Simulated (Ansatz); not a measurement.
Molecule: CH₃ (charge 0, doublet). SMILES: [CH3+]
Geometry: optimised at B3LYP-D3(BJ)/def2-TZVP (Ansatz, a first-principles code).

Parts of the frozen-core correlation energy in cc-pVDZ (Ansatz, hartree). Frozen orbitals: 1; correlated occupied orbitals by spin: 4 and 3; virtual: 24 and 25. UHF or UKS for open shells. Spin-orbit coupling is left out. No relativistic terms.

```csv
term,value
reference (HF),-39.56381
MP2 opposite-spin,-0.10209
MP2 same-spin,-0.02450
CCSD correlation,-0.14943
(T),-0.00259
CCSDT minus CCSD(T),-0.00040
CCSDT(Q) minus CCSD(T),-0.00052
T1 diagnostic,0.007
largest doubles amplitude,0.042
<S^2> of the reference,0.761
```
